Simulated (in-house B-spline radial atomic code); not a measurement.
Radial electron density of Tm³⁺, [Kr] 4d9 4f12 5s2 5p6 5f1. Level of theory: scalar-relativistic (X2C) PBE, spherical fractional occupations, Fermi nucleus of rms radius 5.2256 fm, inside a hard spherical wall at 2.78 bohr; calculated with a radial B-spline atomic code at the basis-set limit.

One-electron X2C: radii and densities carry no picture-change correction, so inner-shell <1/r> comes out high (for 1s by about 2 % at Z = 33, 5 % at 54, 10 % at 75, 30 % at 118) and <r> low.

Columns: r (bohr), 4πr²n(r) (electrons per bohr), bar.

```
0.000428    2.687 #
 0.00052    3.564 #
0.000632    4.716 ##
0.000769    6.231 ##
0.000934    8.182 ###
 0.00114    10.77 ####
 0.00138    13.93 #####
 0.00168    18.05 ######
 0.00204    23.12 ########
 0.00248    29.37 ##########
 0.00301    36.79 #############
 0.00366    45.51 ################
 0.00445    55.27 ####################
 0.00541    65.68 #######################
 0.00657    75.95 ###########################
 0.00799     85.2 ##############################
 0.00971    92.06 #################################
  0.0118     95.4 ##################################
  0.0143    94.66 ##################################
  0.0174    90.37 ################################
  0.0212    84.76 ##############################
  0.0257    81.79 #############################
  0.0313    85.24 ##############################
   0.038    96.43 ##################################
  0.0462    111.9 ########################################
  0.0562    123.2 ############################################
  0.0683    122.3 ############################################
   0.083    109.3 #######################################
   0.101    95.85 ##################################
   0.123    95.58 ##################################
   0.149    106.8 ######################################
   0.181    111.1 ########################################
    0.22    93.55 #################################
   0.268    65.46 #######################
   0.325    52.49 ###################
   0.395    57.84 #####################
    0.48    61.69 ######################
   0.584    50.89 ##################
    0.71    33.67 ############
   0.862    21.65 ########
    1.05     15.8 ######
    1.27    11.98 ####
    1.55    7.715 ###
    1.88    3.962 #
    2.29    1.186 
    2.75 0.004587
```

On this grid the curve has 4 maxima, near 0.0118, 0.0562, 0.181, 0.48 bohr.

The 4d radial function P(r) = rR(r), positive near the nucleus:

```json
{"r (bohr)": "0.00657", "P": "0.002305"}
{"r (bohr)": "0.00971", "P": "0.006476"}
{"r (bohr)": "0.0143", "P": "0.01762"}
{"r (bohr)": "0.0212", "P": "0.04686"}
{"r (bohr)": "0.0313", "P": "0.1159"}
{"r (bohr)": "0.0462", "P": "0.2601"}
{"r (bohr)": "0.0683", "P": "0.5058"}
{"r (bohr)": "0.101", "P": "0.7823"}
{"r (bohr)": "0.149", "P": "0.8107"}
{"r (bohr)": "0.22", "P": "0.226"}
{"r (bohr)": "0.325", "P": "-0.8409"}
{"r (bohr)": "0.48", "P": "-1.473"}
{"r (bohr)": "0.71", "P": "-1.119"}
{"r (bohr)": "1.05", "P": "-0.4334"}
{"r (bohr)": "1.55", "P": "-0.08019"}
{"r (bohr)": "2.29", "P": "-0.005421"}
```
